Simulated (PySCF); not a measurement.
From one molecule to another.

First species: C5H5F4OPSi.
Numbering: `[O:1]=[P@H:2]1[CH:3]=[C:4]([C:5]([F:6])([F:7])[F:8])[C:9]([SiH3:10])=[C:11]1[F:12]` (hydrogens: H13 on P2; H14 on C3; H15, H16, H17 on Si10)

Second species: C7H7F3NP.
InChI=1S/C7H7F3NP/c1-12(7(10)6(8)9)11-4-2-3-5-11/h2-5H,1H3

Levels: PBE0/pcSseg-1 for dipole moment, HOMO energy, LUMO energy and HOMO–LUMO gap; GFN2-xTB for rotational constant A and rotational constant C. Geometries: GFN2-xTB. Each species is one conformer at its optimised geometry, gas phase, non-relativistic unless stated. Electronic properties by PySCF.

The conformers computed, where there is a choice (atom-mapped SMILES and torsion angles):
- `[O:1]=[P@H:2]1[CH:3]=[C:4]([C:5]([F:6])([F:7])[F:8])[C:9]([SiH3:10])=[C:11]1[F:12]`: C3–C4–C5–F6 -130°
- `[CH3:1][P:2]([C:3]([F:4])=[C:5]([F:6])[F:7])[n:8]1[cH:9][cH:10][cH:11][cH:12]1`: C1–P2–C3–F4 -14°, C1–P2–N8–C9 -55°

| property | column X | column Y |
| --- | --- | --- |
| dipole moment | 1.57 D | 2.93 D |
| HOMO energy | -6.42 eV | -7.81 eV |
| LUMO energy | -0.47 eV | -2.95 eV |
| HOMO–LUMO gap | 5.95 eV | 4.86 eV |
| rotational constant A | 1.156 GHz | 0.987 GHz |
| rotational constant C | 0.525 GHz | 0.394 GHz |

**Question.** Which column belongs to which species?

**Answer.** Column X is the second species and column Y the first. The first has 17 atoms and 108 electrons, the second 19 and 98.

**Question.** How does each property change from the first species to the second?

**Answer.** dipole moment -1.36 D; HOMO energy +1.39 eV; LUMO energy +2.48 eV; HOMO–LUMO gap +1.09 eV; rotational constant A +0.169 GHz; rotational constant C +0.131 GHz.

On the first: The dipole matches unit charges of opposite sign 0.61 Å apart (1 e·Å = 4.8032 D).

On the second: A dipole of 1.57 D is allowed in C1, and pure rotational transitions are dipole-allowed. The dipole equals about 5.2 × 10⁻³⁰ C·m (1 D = 3.33564 × 10⁻³⁰ C·m).
